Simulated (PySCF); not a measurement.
# Calculated NMR data

PySCF 2.14 calculation with B3LYP/pcJ-1 coupling constants (spin–dipole term left out of most H,H and C,H couplings), σ from GIAO-PBE0/pcSseg-1 and geometry: GFN2-xTB; averaged over atoms made equivalent by symmetry, fast rotation or ring inversion, in vacuum, relativity neglected, one conformer.

Shifts are taken against calculated references (same method and geometry level): 1H (σref 31.72), 13C (σref 186.93) vs TMS. Multiplet labels drop J under 1 Hz and among equivalent protons, and merge close values. Unscaled 3J(H,H) run several per cent high. Where no couplings were computed, multiplicities follow the n + 1 count of equivalent neighbours, and m marks all less simple cases (inequivalent or close neighbours, rings, F or P nearby). Shifts are as computed. Against solution values, carbons near 30 ppm lie about +3 ppm off and those near 130 ppm about +5 ppm (rms about the fit 2.1 ppm; single classes can miss by 10 ppm). Of 1328 compounds with measured shifts, 309 miss one by over three times the rms of a fit or turn the order of signals round; such compounds aren't used in these exercises. Signals without a measured value on file couldn't be tested in this way; 1H shifts scatter by 0.2 ppm about their fit, and single ones miss by 0.5 ppm.

**1.** `O=C(C)/C=C/C#N`, C5H5NO. 1H NMR (400 MHz, computed): δ 6.92 (d, J = 17.3 Hz, 1H), 6.60 (d, J = 17.3 Hz, 1H), 2.39 (s, 3H). 13C{1H} NMR (computed): δ 198.6, 149.7, 122.6, 119.7, 34.1.

**2.** SMILES C1(=O)[C@H](C#N)CC1, C5H5NO. 1H NMR (400 MHz, computed): δ 3.73 (m, 1H), 3.58 (m, 1H), 3.28 (m, 1H), 2.33 (m, 1H), 2.24 (m, 1H). 13C{1H} NMR (computed): δ 202.5, 120.2, 49.5, 46.4, 17.9.
